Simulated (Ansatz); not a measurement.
Molecule: KCl, net charge 1, doublet state. 
Coordinates optimised at B3LYP-D3(BJ)/def2-TZVP (Ansatz, a program for electronic structure):
```
K
Cl 1 3.3244
```
Charge +1, spin multiplicity 2.

Basis-set convergence of Hartree-Fock and CCSD(T) correlation energies (hartree) with Ansatz. Valence correlation only, unless marked. Open shells are spin-unrestricted. Spin-orbit coupling is left out. The frozen core is the preceding noble-gas configuration, with the filled d and f shells of earlier blocks. The outer core of K, Ca and their heavier congeners is not correlated, a term that matters for these elements. Non-relativistic.

```json
[
 {"basis": "def2-SVPD", "functions": "54", "E(HF)": "-1058.26342", "E(corr, CCSD(T))": "-0.13941"},
 {"basis": "def2-TZVPPD", "functions": "87", "E(HF)": "-1058.48879", "E(corr, CCSD(T))": "-0.18898"},
 {"basis": "def2-QZVPPD", "functions": "149", "E(HF)": "-1058.51250", "E(corr, CCSD(T))": "-0.20573"}
]
```

Extrapolating the two largest sets (X = 3 and 4) as X^-3: E(corr) = (64·(-0.20573) - 27·(-0.18898))/37 = -0.2180 Eh, an estimate of the basis-set limit. The largest set recovers 94.4 % of it, the smallest 64.0 %.
